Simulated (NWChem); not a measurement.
Molecule: SiH3S3F; SMILES F[Si](S)(S)S

```xyz
8

F      0.0000     0.0000    -1.8742
Si     0.0000     0.0000    -0.2501
S     -1.6074     1.1968     0.4451
S     -0.2328    -1.9904     0.4451
S      1.8402     0.7936     0.4451
H     -1.2793     2.2555    -0.3318
H     -1.3137    -2.2357    -0.3318
H      2.5930    -0.0198    -0.3318
```
Atoms are numbered in this order, from 1.

Computed with NWChem. All runs use the structure optimised with PBE0/def2-SVP. B3LYP is NWChem's, with the RPA form of VWN correlation.

Task: Order these by “dipole (D)”, lowest first: B3LYP/def2-SVP; B97-D/def2-SVP; LC-wPBE (HJS exchange hole, range parameter 0.4 per bohr)/def2-SVP; LRC-wPBEh/def2-SVP.

Result: B3LYP/def2-SVP (0.65), B97-D/def2-SVP (0.74), LRC-wPBEh/def2-SVP (0.87), LC-wPBE (HJS exchange hole, range parameter 0.4 per bohr)/def2-SVP (1.01)
